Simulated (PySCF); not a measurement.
CH₅S, SMILES C[SH2+], charge +1.

Coordinates come from a B3LYP-D3(BJ)/def2-TZVP optimisation. The isomer is the one that the SMILES or the coordinates give; other isomers of the formula were not compared.

Computed with PySCF with PBE/def2-TZVPD.

Gas-phase values at a fixed geometry.

Computed frontier levels, gap, dipole moment and polarisability:
```json
{
 "highest_occupied_level": "-14.94 eV",
 "lowest_empty_level": "-7.40 eV",
 "orbital_gap": "7.55 eV",
 "dipole_moment_about_the_centre_of_nuclear_charge": "1.22 D",
 "mean_static_polarisability": "30.1 bohr³ (4.46 Å³)",
 "polarisability_principal_values": "26.5, 27.6, 36.3 bohr³"
}
```
